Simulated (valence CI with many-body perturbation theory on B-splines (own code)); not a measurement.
# Hyperfine factors and g values of Ho45+

Calculated by relativistic CI+MBPT: four valence electrons over a frozen Dirac-Fock core [Ar], radial functions for each j: 7 s, 7 p, 8 d, 6 f, 4 g, 1 h, with the one-electron correlation potential Σ1 (screened to all orders), the two-electron term Σ2, the three-electron term Σ3, Breit, model QED; selected single and double excitations, second order for the rest, scaled by the run's own slope (own B-spline code, finite nucleus).

No measured spectrum was set against this ion. As an estimate, large intervals hold to a few tenths of a per cent, small ones and those within an open d or f shell to about a per cent. Excitations out of the core, of the other parity, are not computed and may begin above about 210 eV (a cautious bound); beyond it only levels of the ground parity were kept, without lifetimes. Only levels of the ground parity were solved; by the run's estimate the other parity begins above the list, which can be wrong where configurations are misplaced.

A/g_I is the dipole constant over the nuclear g factor μ/I (μ in nuclear magnetons, uniformly magnetised nucleus), B/Q the quadrupole constant per barn. Both hold the static response of the core; the bare values leave it out. Large factors of s and p1/2 electrons are usually good to 5 to 10 %; those of open d and f shells near neutrality can be off by tens of per cent, and small factors of p3/2, d and f electrons come from cancelling terms and can be off by a factor of two or in sign, in half-filled shells by more. B is blank for J = 1/2, where it vanishes, and for nearly pure S terms. Energies count from the lowest level. Levels with J = 0 are left out.

Levels are named by their leading jj configuration (3d3/2^4 stands for four electrons in 3d with j = 3/2), which in mixed levels can hold well under half, so a name can repeat and another be missing. Letters in brackets count levels of one name in rising energy.

```tsv
Level	E (cm⁻¹)	g	A/g_I (MHz)	A/g_I bare	B/Q (MHz/b)	B/Q bare
(3d3/2^3 3d5/2) J=1	302360	1.492	-4030	-2870	13900	14100
(3d3/2^3 3d5/2) J=4	389230	1.075	43400	43700	3710	3660
(3d3/2^3 3d5/2) J=2	401030	1.236	27600	28200	33800	34200
(3d3/2^3 3d5/2) J=3	427870	1.146	38200	38600	26000	26300
(3d3/2^2 3d5/2^2) J=2 [a]	679550	1.216	15900	16500	25200	25600
(3d3/2^2 3d5/2^2) J=4 [a]	688090	1.148	35000	35400	-16200	-16500
(3d3/2^2 3d5/2^2) J=3 [a]	702530	1.152	29600	30100	5670	5740
(3d3/2^2 3d5/2^2) J=5	731860	1.079	39800	40100	35900	36300
(3d3/2^2 3d5/2^2) J=6	752950	1.073	42200	42400	44100	44600
(3d3/2^2 3d5/2^2) J=1	761260	1.110	45100	45400	4540	4580
(3d3/2^2 3d5/2^2) J=4 [b]	790370	1.028	45400	45500	-13100	-13300
(3d3/2^2 3d5/2^2) J=3 [b]	791050	1.085	44500	44800	10800	11000
(3d3/2^2 3d5/2^2) J=2 [b]	802670	1.091	40300	40600	15600	15800
(3d3/2^2 3d5/2^2) J=2 [c]	890380	0.985	55200	55200	-4320	-4390
(3d3/2^2 3d5/2^2) J=4 [c]	925910	1.197	30600	31100	68300	69200
(3d3/2^2 3d5/2^2) J=2 [d]	1010400	1.167	37100	37600	-17900	-18100
(3d3/2 3d5/2^3) J=4 [a]	1061600	1.142	30000	30400	-33100	-33500
(3d3/2 3d5/2^3) J=3 [a]	1068400	1.169	24100	24600	2280	2350
(3d3/2 3d5/2^3) J=1 [a]	1104400	0.948	40800	40800	18600	18800
(3d3/2 3d5/2^3) J=5	1108400	1.137	34500	34900	-24100	-24400
(3d3/2 3d5/2^3) J=6	1114700	1.075	39400	39600	49200	49900
(3d3/2 3d5/2^3) J=2 [a]	1168800	1.058	44000	44200	34700	35100
(3d3/2 3d5/2^3) J=3 [b]	1183200	1.088	38500	38700	12100	12300
(3d3/2 3d5/2^3) J=3 [c]	1287100	1.056	42700	42900	56000	56700
(3d3/2 3d5/2^3) J=1 [b]	1291100	1.416	8970	9950	-27400	-27700
(3d3/2 3d5/2^3) J=4 [b]	1295100	1.043	43200	43400	49300	50000
(3d3/2 3d5/2^3) J=2 [b]	1325000	1.105	38700	39000	-65500	-66300
(3d5/2^4) J=4	1488900	1.156	29100	29500	-48200	-48700
(3d5/2^4) J=2	1569900	1.071	31300	31600	28500	28900
```
